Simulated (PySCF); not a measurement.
**Electron correlation in Se (selenium, neutral)**

[Ar] 3d10 4s1 4p4 4d1, one real determinant (an excited configuration). Computed with PySCF 2.14 in aug-cc-pVDZ-PP with ECP10MDF (5s4p3d, 32 functions), with scalar relativity through the core potential. Frozen: 3s2 3p6 3d10; 6 electrons correlated.

MP2 pair energies summed by pair of shells (mhartree):

```
 pair  energy  share (%)
4p-4p  -49.73       83.1
4s-4p   -5.67        9.5
4p-4d   -3.95        6.6
4s-4d   -0.51        0.8
```

Total MP2 correlation energy: -59.85 mhartree.

Same-spin part -15.33 and opposite-spin part -44.52 mhartree; SCS-MP2 scales them by 1/3 and 6/5 to -58.54 mhartree.

The reference is one real determinant that mixes LS terms of this configuration.
